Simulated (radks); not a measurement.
Results of a calculation; reference values are marked as such.
Problem. The mean radii <r> (bohr) of the occupied orbitals of an atom or ion are listed with their occupations. Level of theory: scalar-relativistic Kohn-Sham, PBE, spin-unpolarised, spherical densities, finite nucleus; Fermi nuclear charge, rms radius of each element as measured or else 0.836 A^(1/3) + 0.57 fm (a radial shooting solver on a logarithmic mesh with Libxc functionals).

| orbital | occ. | <r> |
|---|---|---|
| 1s | 2 | 0.02363 |
| 2s | 2 | 0.1010 |
| 2p | 6 | 0.08881 |
| 3s | 2 | 0.2662 |
| 3p | 6 | 0.2643 |
| 3d | 10 | 0.2416 |
| 4s | 2 | 0.5972 |
| 4p | 6 | 0.6275 |
| 4d | 10 | 0.6712 |
| 5s | 2 | 1.223 |

Name the element and its charge.

Solution. Z = 60, neodymium, charge +12: Nd12+ in [Kr] 4d10 5s2. The 1s radius gives Z: for a bare nucleus <r> = (2 gamma + 1)/(2Z) with gamma = sqrt(1 - (Z/c)^2), 0.02332 bohr for Z = 60, and screening makes it slightly larger (0.02363 here). The occupations add up to 48, and the charge is Z minus that.
